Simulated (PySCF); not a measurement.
PySCF job for Tc(O)3(Me) (CH3O3Tc), SMILES [CH3][Tc](=[O])(=[O])=[O], multiplicity 1, PBE-D3(BJ)/def2-SVP. The structure is a stationary point at PBE-D3(BJ)/def2-SVP. The spin state was assumed, not searched. The def2 effective core potentials stand for the cores of Tc; spin–orbit coupling is left out.

```python
import numpy as np
from pyscf import gto, scf, dft, df
from pyscf.hessian import thermo

mol = gto.M(
    atom='''
    Tc   -0.00000000    0.00000000   -0.10909281
    O    -1.40499779    0.81117585   -0.58463300
    O     1.40499779    0.81117585   -0.58463301
    O    -0.00000001   -1.62235171   -0.58463300
    C     0.00000000    0.00000000    1.96278616
    H     0.00000001    1.05053318    2.31515538
    H     0.90978842   -0.52526658    2.31515538
    H    -0.90978841   -0.52526658    2.31515539
    ''',
    basis='def2-SVP',
    ecp={'Tc': 'def2-svp'},
    charge=0,
    spin=0,
    max_memory=1600,
    verbose=3,
)
mf = dft.RKS(mol, xc='pbe').density_fit(auxbasis='def2-universal-jkfit')
mf.disp = 'd3bj'
mf.grids.level = 3
mf.conv_tol = 1e-11
mf.max_cycle = 100
mf.kernel()

# [left out here: the lines that compute and print the analytic Hessian (its translational invariance restored by hand, since the grid's response is missing), thermochemistry and intensities]
```

It prints:

```
converged SCF energy = -346.040668568345

WARN: DFTD3 does not support analytical Hessian, using finite difference


WARN: Mole.unit (angstrom) is changed to Bohr

Mode                                 0                   1                   2
Irrep
Freq [cm^-1]                      166.7393            205.2711            205.2898
Reduced mass [au]                   1.0329              4.1202              4.1203
Force const [Dyne/A]                0.0169              0.1023              0.1023
Char temp [K]                     239.9007            295.3395            295.3664
Normal mode                   x     y     z       x     y     z       x     y     z
       0  Tc                -0.00  0.00 -0.00   -0.00 -0.03  0.00    0.03 -0.00  0.00
       1   O                -0.01 -0.02 -0.00   -0.00  0.01  0.07   -0.01  0.00  0.12
       2   O                -0.01  0.02  0.00    0.00  0.01  0.07   -0.01 -0.00 -0.12
       3   O                 0.02 -0.00  0.00    0.00  0.01 -0.14   -0.01  0.00 -0.00
       4   C                 0.00 -0.00 -0.00    0.00  0.15  0.00   -0.15  0.00  0.00
       5   H                 0.57 -0.00  0.00    0.00  0.21 -0.18   -0.22  0.00 -0.00
       6   H                -0.28 -0.49 -0.00    0.00  0.22  0.09   -0.21 -0.00  0.16
       7   H                -0.28  0.49  0.00   -0.00  0.22  0.09   -0.21  0.01 -0.16
Mode                                 3                   4                   5
Irrep
Freq [cm^-1]                      280.3683            328.5242            328.5278
Reduced mass [au]                  14.3468             17.3881             17.3881
Force const [Dyne/A]                0.6644              1.1057              1.1057
Char temp [K]                     403.3875            472.6732            472.6784
Normal mode                   x     y     z       x     y     z       x     y     z
       0  Tc                -0.00  0.00  0.04   -0.00 -0.03  0.00   -0.03  0.00  0.00
       1   O                 0.04 -0.03 -0.11    0.10  0.13 -0.02   -0.00  0.09  0.03
       2   O                -0.04 -0.03 -0.11   -0.10  0.11 -0.02    0.01 -0.11 -0.03
       3   O                -0.00  0.05 -0.11    0.02 -0.05  0.04    0.18  0.00 -0.00
       4   C                 0.00 -0.00  0.07    0.00  0.00  0.00    0.00 -0.00 -0.00
       5   H                 0.00 -0.00  0.08    0.00  0.00 -0.01    0.00 -0.00  0.00
       6   H                -0.00  0.00  0.08   -0.00  0.00  0.00    0.00 -0.00 -0.01
       7   H                 0.00  0.00  0.08    0.00  0.00  0.01    0.00  0.00  0.01
Mode                                 6                   7                   8
Irrep
Freq [cm^-1]                      558.2330            689.0015            689.0036
Reduced mass [au]                   4.2244              1.2296              1.2296
Force const [Dyne/A]                0.7756              0.3439              0.3439
Char temp [K]                     803.1730            991.3198            991.3228
Normal mode                   x     y     z       x     y     z       x     y     z
       0  Tc                -0.00  0.00 -0.04   -0.00 -0.00 -0.00    0.00 -0.00  0.00
       1   O                -0.01  0.01  0.01   -0.01  0.01 -0.02    0.01 -0.01  0.01
       2   O                 0.01  0.01  0.01   -0.01 -0.01  0.02   -0.01 -0.01  0.01
       3   O                 0.00 -0.01  0.01   -0.00 -0.00 -0.00    0.00 -0.02 -0.02
       4   C                -0.00 -0.00  0.23    0.12  0.00  0.00   -0.00  0.12 -0.00
       5   H                 0.00 -0.00  0.24   -0.21 -0.00  0.01    0.00 -0.12  0.69
       6   H                -0.00  0.00  0.24   -0.14 -0.04  0.59   -0.03 -0.19 -0.35
       7   H                 0.00  0.00  0.24   -0.14  0.03 -0.60    0.04 -0.19 -0.33
Mode                                 9                  10                  11
Irrep
Freq [cm^-1]                      981.2572            992.6724            992.6757
Reduced mass [au]                  16.1615             17.6337             17.6339
Force const [Dyne/A]                9.1685             10.2378             10.2379
Char temp [K]                    1411.8106           1428.2346           1428.2393
Normal mode                   x     y     z       x     y     z       x     y     z
       0  Tc                -0.00 -0.00  0.02    0.05  0.00  0.00    0.00 -0.05 -0.00
       1   O                -0.12  0.07 -0.04   -0.13  0.07 -0.04   -0.08  0.05 -0.03
       2   O                 0.12  0.07 -0.04   -0.14 -0.07  0.05    0.06  0.05 -0.02
       3   O                 0.00 -0.13 -0.04   -0.01 -0.01 -0.00   -0.00  0.17  0.05
       4   C                -0.00  0.00  0.01   -0.01 -0.00  0.00   -0.00  0.01 -0.00
       5   H                -0.00  0.01 -0.02    0.03  0.00 -0.00    0.00 -0.01  0.05
       6   H                 0.01 -0.01 -0.02    0.01  0.01 -0.04   -0.01 -0.02 -0.03
       7   H                -0.01 -0.01 -0.02    0.01 -0.01  0.05    0.01 -0.02 -0.02
Mode                                12                  13                  14
Irrep
Freq [cm^-1]                     1152.7840           1345.0812           1345.0868
Reduced mass [au]                   1.2312              1.0596              1.0596
Force const [Dyne/A]                0.9640              1.1295              1.1295
Char temp [K]                    1658.5994           1935.2724           1935.2804
Normal mode                   x     y     z       x     y     z       x     y     z
       0  Tc                -0.00  0.00  0.00   -0.00 -0.00 -0.00   -0.00  0.00  0.00
       1   O                -0.01  0.00 -0.00   -0.00  0.00 -0.00    0.00 -0.00  0.00
       2   O                 0.01  0.00 -0.00    0.00  0.00 -0.00    0.00  0.00 -0.00
       3   O                 0.00 -0.01 -0.00    0.00  0.00  0.00    0.00 -0.00 -0.00
       4   C                 0.00 -0.00 -0.13   -0.00 -0.07  0.00   -0.07  0.00 -0.00
       5   H                 0.00 -0.19  0.48    0.00 -0.15  0.28    0.72  0.00 -0.00
       6   H                -0.16  0.09  0.48    0.38  0.51 -0.14    0.07  0.38  0.25
       7   H                 0.16  0.09  0.48   -0.38  0.51 -0.14    0.07 -0.38 -0.25
Mode                                15                  16                  17
Irrep
Freq [cm^-1]                     2974.1763           3098.4033           3098.4109
Reduced mass [au]                   1.0284              1.1056              1.1056
Force const [Dyne/A]                5.3599              6.2536              6.2536
Char temp [K]                    4279.1775           4457.9125           4457.9235
Normal mode                   x     y     z       x     y     z       x     y     z
       0  Tc                 0.00  0.00 -0.00    0.00 -0.00 -0.00    0.00  0.00  0.00
       1   O                 0.00 -0.00  0.00   -0.00 -0.00 -0.00   -0.00 -0.00  0.00
       2   O                -0.00 -0.00  0.00   -0.00  0.00  0.00    0.00 -0.00  0.00
       3   O                 0.00  0.00  0.00   -0.00  0.00  0.00   -0.00 -0.00 -0.00
       4   C                -0.00  0.00 -0.04    0.09 -0.00 -0.00    0.00  0.09  0.00
       5   H                -0.00  0.54  0.17    0.02  0.01  0.00    0.00 -0.73 -0.25
       6   H                 0.47 -0.27  0.17   -0.55  0.33 -0.22    0.32 -0.17  0.12
       7   H                -0.47 -0.27  0.17   -0.54 -0.32  0.21   -0.33 -0.18  0.13
temperature 298.1500 [K]
pressure 101325.00 [Pa]
Rotational constants [GHz] 3.89752 3.49814 3.49814
Symmetry number 3
Zero-point energy (ZPE) 0.04427 [Eh]   116226.219 [J/mol]
                           tot       elec      trans        rot        vib
Entropy [J/mol/K]       324.387      0.000    172.115    100.961     51.311
Cv [J/mol/K]             87.618      0.000     12.472     12.472     62.674
Cp [J/mol/K]             95.932      0.000     20.786     12.472     62.674
Internal energy [J/mol]                      3718.434   3718.434 125440.214
Internal energy [Eh]   -345.99006  -346.04067
Enthalpy [J/mol]                             6197.391   3718.434 125440.214
Enthalpy [Eh]          -345.98911
Gibbs free energy [J/mol]                  -45118.640 -26383.065 110141.770
Gibbs free energy [Eh] -346.02595
mode   freq/cm-1   IR/(km/mol)
   1      166.74         0.000
   2      205.27         0.136
   3      205.29         0.136
   4      280.37        12.147
   5      328.52         1.884
   6      328.53         1.883
   7      558.23        20.247
   8      689.00         1.714
   9      689.00         1.715
  10      981.26        24.700
  11      992.67       130.424
  12      992.68       130.405
  13     1152.78         0.067
  14     1345.08        10.110
  15     1345.09        10.110
  16     2974.18         5.600
  17     3098.40         0.505
  18     3098.41         0.505
max |gradient| / (hartree/bohr): 8.527758861864654e-05
APT charges: [ 1.6045 -0.5106 -0.5106 -0.5106 -0.1861  0.0378  0.0378  0.0378]
```

Self-consistency was reached.
